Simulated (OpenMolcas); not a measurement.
A calculation on I3+.

```json
{
 "Program": "OpenMolcas",
 "Method": "XMS-CASPT2, IPEA 0.25 Eh, imaginary shift 0.1 Eh (closed shells correlated: 4d 5s)",
 "Basis": "ANO-RCC-VTZP [7s6p4d2f1g]",
 "Scalar Hamiltonian": "DKH2, point nucleus",
 "Active space": "2 electrons in 3 orbitals (5p)",
 "State averaging": "2S+1 = 3 even, 3 roots; 2S+1 = 1 even, 6 roots",
 "Spin-orbit coupling": "state interaction with AMFI integrals over the reference wave functions, term energies averaged over their components"
}
```

(1) Which level of the active space comes out lowest?

(2) How high does 5s² 5p² ³P₁ lie?

(3) How high does 5s² 5p² ³P₂ [75 %] lie?

(4) How high does 5s² 5p² ¹D₂ [75 %] lie?

Answers

(1) 5s² 5p² ³P₀, with 93 % of that term.

(2) 6030 cm⁻¹ above the lowest level.

(3) 10000 cm⁻¹ above the lowest level.

(4) 20910 cm⁻¹ above the lowest level.

CASPT2 does not keep the components of a term degenerate, so their means are used; among the terms shown or strongly mixed into the levels shown the widest spread is 740 cm-1 (5s² 5p² ¹D). With the s shell closed, the reference lacks s² → p² mixing. Only configurations of the active space appear.

A share in square brackets marks a mixed level and gives the weight of the term that names it.
